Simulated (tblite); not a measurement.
C6H11BF2S.
SMILES with atom numbers: `[CH3:1][C@@H:2]1[BH:3][CH2:4][CH2:5][S:6][C@@H:7]1[CH:8]([F:9])[F:10]` (hydrogens: H11, H12, H13 on C1; H14 on C2; H15 on B3; H16, H17 on C4; H18, H19 on C5; H20 on C7; H21 on C8)

Computed with GFN2-xTB (tblite), gas phase: L-BFGS steps from a force-field or distance-geometry start until the largest atomic force falls under 0.01 eV/Å.

The end geometry, which sets the zero of energy:
```
atom  x, y, z in Å
C1      1.7622    0.2779   -0.8331
C2      0.8748    0.2330    0.4275
B3      0.7057   -1.2945    0.8197
C4     -0.5582   -2.1303    0.4018
C5     -1.8341   -1.3608    0.0746
S6     -1.5087    0.0701   -1.0018
C7     -0.4522    0.9660    0.1955
C8     -0.2791    2.3875   -0.3232
F9     -1.4103    3.1068   -0.1333
F10     0.6907    3.0442    0.3651
H11     2.6307   -0.3626   -0.7037
H12     1.2016   -0.0741   -1.6964
H13     2.1127    1.2888   -1.0253
H14     1.4061    0.7821    1.2138
H15     1.6033   -1.8407    1.3357
H16    -0.8038   -2.9081    1.1296
H17    -0.2452   -2.6706   -0.5005
H18    -2.3112   -0.9812    0.9796
H19    -2.5516   -1.9752   -0.4682
H20    -1.0133    1.0231    1.1346
H21    -0.0290    2.4355   -1.3924
```

**Question.** These geometries come from the run, each turned onto the end geometry. Order them by energy, lowest first.
A.
```
atom  x, y, z in Å
C1      1.7016    0.1488   -0.8374
C2      0.8664    0.2598    0.4542
B3      0.6771   -1.2426    0.9385
C4     -0.4780   -2.1102    0.3141
C5     -1.7912   -1.3713    0.0699
S6     -1.5489    0.1153   -0.9442
C7     -0.4528    1.0105    0.2292
C8     -0.2973    2.4275   -0.3188
F9     -1.4259    3.1451   -0.1019
F10     0.6981    3.1110    0.3019
H11     2.4759   -0.6054   -0.7074
H12     1.0695   -0.1487   -1.6714
H13     2.1742    1.0980   -1.0735
H14     1.4419    0.8542    1.1726
H15     1.4823   -1.7110    1.6504
H16    -0.6950   -3.0337    0.8534
H17    -0.0772   -2.4088   -0.6613
H18    -2.2351   -1.0691    1.0201
H19    -2.5191   -1.9716   -0.4765
H20    -0.9881    1.0724    1.1843
H21    -0.0874    2.4465   -1.3967
```
B.
```
atom  x, y, z in Å
C1      1.7222    0.2135   -0.7805
C2      0.9210    0.2291    0.5413
B3      0.4820   -1.2156    1.0478
C4     -0.3751   -2.0234    0.0076
C5     -1.8052   -1.5053    0.1862
S6     -1.9740    0.3034   -0.0359
C7     -0.3724    1.0822    0.4643
C8     -0.2534    2.2414   -0.5200
F9     -1.2773    3.1003   -0.3428
F10     0.8646    2.9821   -0.2964
H11     2.5810   -0.4551   -0.6887
H12     1.1327   -0.1089   -1.6379
H13     2.0820    1.2177   -0.9905
H14     1.5606    0.7560    1.2596
H15     0.5733   -1.5812    2.1604
H16    -0.4218   -3.1009    0.1795
H17    -0.0282   -1.8267   -1.0097
H18    -2.1956   -1.8155    1.1559
H19    -2.4606   -1.9023   -0.5859
H20    -0.5202    1.5083    1.4571
H21    -0.2446    1.9177   -1.5718
```
C.
```
atom  x, y, z in Å
C1      1.6295    0.1785   -0.7753
C2      0.7996    0.2716    0.5235
B3      0.6096   -1.2348    0.9859
C4     -0.3668   -2.1283    0.1366
C5     -1.7327   -1.4324    0.1387
S6     -1.6711    0.1116   -0.8125
C7     -0.5046    1.0400    0.2590
C8     -0.2384    2.3832   -0.4165
F9     -1.2273    3.2604   -0.1388
F10     0.8902    2.9620    0.0618
H11     2.3333   -0.6458   -0.7125
H12     0.9693   -0.0026   -1.6202
H13     2.1988    1.0856   -0.9555
H14     1.3519    0.8742    1.2547
H15     1.1655   -1.6547    1.9245
H16    -0.4694   -3.1438    0.5211
H17    -0.0359   -2.2012   -0.9019
H18    -2.0345   -1.2030    1.1624
H19    -2.5058   -2.0366   -0.3305
H20    -1.0255    1.2220    1.2058
H21    -0.1446    2.3111   -1.5106
```
D.
```
atom  x, y, z in Å
C1      1.7178    0.2309   -0.8647
C2      0.8759    0.2469    0.4285
B3      0.7014   -1.2658    0.8716
C4     -0.5307   -2.1190    0.3975
C5     -1.8143   -1.3717    0.0469
S6     -1.5129    0.0949   -0.9897
C7     -0.4533    0.9822    0.2112
C8     -0.2706    2.4080   -0.2949
F9     -1.4022    3.1320   -0.1254
F10     0.6866    3.0550    0.4209
H11     2.5686   -0.4356   -0.7488
H12     1.1141   -0.1249   -1.6973
H13     2.0932    1.2242   -1.0986
H14     1.4363    0.8192    1.1764
H15     1.5693   -1.7868    1.4595
H16    -0.7836   -2.9146    1.1032
H17    -0.1751   -2.6315   -0.5061
H18    -2.3293   -1.0334    0.9477
H19    -2.4958   -1.9925   -0.5341
H20    -1.0110    1.0358    1.1530
H21     0.0067    2.4634   -1.3572
```
E.
```
atom  x, y, z in Å
C1      1.7154    0.1806   -0.8562
C2      0.8788    0.2607    0.4392
B3      0.7034   -1.2444    0.8963
C4     -0.5129   -2.0948    0.3842
C5     -1.8064   -1.3623    0.0506
S6     -1.5091    0.0966   -0.9935
C7     -0.4541    0.9873    0.2104
C8     -0.2915    2.4178   -0.2909
F9     -1.4339    3.1235   -0.1037
F10     0.6688    3.0681    0.4189
H11     2.5347   -0.5258   -0.7364
H12     1.0917   -0.1621   -1.6797
H13     2.1400    1.1499   -1.1040
H14     1.4469    0.8566    1.1630
H15     1.5663   -1.7656    1.4911
H16    -0.7554   -2.9365    1.0361
H17    -0.1457   -2.5349   -0.5518
H18    -2.3198   -1.0188    0.9480
H19    -2.4834   -1.9987   -0.5174
H20    -1.0106    1.0347    1.1535
H21    -0.0320    2.4851   -1.3581
```

**Answer.** D (0.005 eV), E (0.016 eV), A (0.041 eV), C (0.145 eV), B (0.487 eV).

In the order of the answer:

```json
{"step": "81", "E above end (eV)": "0.005", "largest force (eV/Å)": "0.03", "rms force component (eV/Å)": "0.010", "rms distance from end (Å)": "0.067", "rms bond change (Å)": "0.001", "bond most changed (Å)": "C5–S6 +0.001"}
{"step": "66", "E above end (eV)": "0.016", "largest force (eV/Å)": "0.10", "rms force component (eV/Å)": "0.029", "rms distance from end (Å)": "0.102", "rms bond change (Å)": "0.001", "bond most changed (Å)": "C2–B3 -0.003"}
{"step": "55", "E above end (eV)": "0.041", "largest force (eV/Å)": "0.14", "rms force component (eV/Å)": "0.046", "rms distance from end (Å)": "0.172", "rms bond change (Å)": "0.002", "bond most changed (Å)": "S6–C7 +0.007"}
{"step": "38", "E above end (eV)": "0.145", "largest force (eV/Å)": "0.16", "rms force component (eV/Å)": "0.058", "rms distance from end (Å)": "0.352", "rms bond change (Å)": "0.003", "bond most changed (Å)": "C4–C5 +0.007"}
{"step": "18", "E above end (eV)": "0.487", "largest force (eV/Å)": "0.36", "rms force component (eV/Å)": "0.112", "rms distance from end (Å)": "0.614", "rms bond change (Å)": "0.007", "bond most changed (Å)": "S6–C7 +0.019"}
```

The cost below is that of the whole relaxation. Hardware: an Arm Neoverse N1 with one thread, shared host with 64 logical CPUs at a one-minute load of 57. Cost: 1.6 s of wall time.
